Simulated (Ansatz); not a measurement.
Geometry optimisation, Ansatz 0.2.0, RKS B3LYP/def2-SVP.

The input (input.yaml):

```yaml
crystal:
  periodic: [false, false, false]
  atoms:
    - { symbol: Ge, position_ang: [0.464754, 0.26007, -0.325433] }
    - { symbol: H, position_ang: [-1.052769, 0.254879, 1.980533] }
    - { symbol: H, position_ang: [1.326092, 0.244048, -1.603685] }
    - { symbol: O, position_ang: [-0.999139, 1.145619, -0.845091] }
    - { symbol: H, position_ang: [-1.624935, 1.269423, -0.119941] }
    - { symbol: H, position_ang: [0.143603, -1.131421, 0.246494] }
    - { symbol: O, position_ang: [1.310068, 1.121929, 0.98137] }
    - { symbol: H, position_ang: [1.768195, 1.920452, 0.683281] }
    - { symbol: H, position_ang: [-0.49387, 0.658301, 2.179371] }
basis:
  gaussian: { orbitals: def2-SVP }
hamiltonian:
  xc: b3lyp
relax:
  f_tol: 0.03
  max_steps: 50
```

Command:

```bash
$ ansatz run input.yaml --threads 2 --pin off --max-ram 3072MiB --backend cpu --events-out ev --progress --plain --runs-dir out
```

Question: Where does it end, and by what steps?

Answer: The run converged. The force dipped under the threshold on the way, but the program's further checks kept it going. After 20 steps the energy has fallen by 0.210 eV; H2 moved furthest, 1.69 Å.

```
step  energy less start (eV)  largest force component (eV/Å)  accepted
   0                  0.0000                           1.536       yes
   1                 -0.1116                           0.210       yes
   2                 -0.1511                           0.232       yes
   3                 -0.1709                           0.441       yes
   4                 -0.1836                           0.128       yes
   5                 -0.1875                           0.075       yes
   6                 -0.1828                           0.762        no
   7                 -0.1927                           0.031       yes
   8                 -0.1962                           0.157       yes
   9                 -0.1991                           0.249       yes
  10                 -0.2020                           0.160       yes
  11                 -0.2056                           0.076       yes
  12                 -0.2056                           0.312       yes
  13                 -0.2082                           0.065       yes
  14                 -0.2088                           0.013       yes
  15                 -0.2093                           0.019       yes
  16                 -0.2073                           0.275        no
  17                 -0.2097                           0.045       yes
  18                 -0.2098                           0.035       yes
  19                 -0.2099                           0.017       yes
  20                 -0.2100                           0.013       yes
```

```xyz
9
Properties=species:S:1:pos:R:3
Ge 0.590 0.205 -0.735
H -0.992 1.093 3.444
H 1.655 0.675 -1.738
O -0.888 1.052 -1.261
H -1.662 0.827 -0.727
H 0.391 -1.316 -0.636
O 1.013 0.678 0.940
H 1.254 1.611 1.018
H -0.518 0.919 2.873
```

Whether the end is a true minimum wasn't checked by a vibrational analysis.

The run took 32 s on 2 threads of Arm Neoverse V2, with other jobs on the host, peak memory 0.18 GiB.
